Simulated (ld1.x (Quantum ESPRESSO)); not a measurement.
Configuration tests for Be (Z = 4) (TM semilocal)

Be, norm-conserving Troullier–Martins (semilocal form), made with ld1.x (Quantum ESPRESSO) 7.5 (LDA (PZ), scalar-relativistic). Core none, reference 1s2 2s0 2p0 (charge +2). Waves: 2p (bound, empty): rc 2.85 bohr; 1s (bound): rc 0.35 bohr. Local part: the s channel. Core correction: none.

Energies are relative to the spin-unpolarised reference configuration 1s2 2s0 2p0; without spin polarisation the order of configurations can differ from experiment. Spin-polarised rows fill each open shell by Hund’s rule, majority spin first.

```tsv
valence configuration	charge	ΔE all-electron (eV)	error AE − PS (meV)
1s2 2s2 2p0	0	-27.298	-10
1s2 2s1 2p0	+1	-17.779	-7.5
1s2 2s1.5 2p0	+0.5	-23.547	-9.4
1s2 2s0 2p1	+1	-13.964	+108
1s2 2s1 2p1	0	-23.779	+58
1s1 2s2 2p0	+1	99.422	-14
1s2 2s0 2p2	0	-20.227	+131
1s2 2s1 2p0 (spin-polarised)	+1	-18.254	-7.7
1s2 2s1.5 2p0 (spin-polarised)	+0.5	-23.627	-9.4
```
